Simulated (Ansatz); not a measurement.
Harmonic frequencies (cm⁻¹) at PBE0-D4/def2-TZVP from Ansatz: 52, 87, 109, 166, 182, 242, 246, 251, 260, 294, 317, 482, 629, 631, 657, 666, 701, 854, 859, 1013, 1040, 1064, 1249, 1339, 1451, 1501, 1506, 1636, 3066, 3150, 3172, 3507, 3577, 3968, 3972, 3973.

Each molecule was computed in one conformer, which needn't be the lowest.

(1) Which molecule is it?
A. `C[BH-](C)[SeH2+]`
B. `[CH3][Al-]([CH3])([F])[SeH2+]`
C. `C[NH2+][Al-]([OH])([OH])[OH]`
D. `[CH3][Al-]([CH3])([OH])[OH2+]`

## Answers

(1) C.
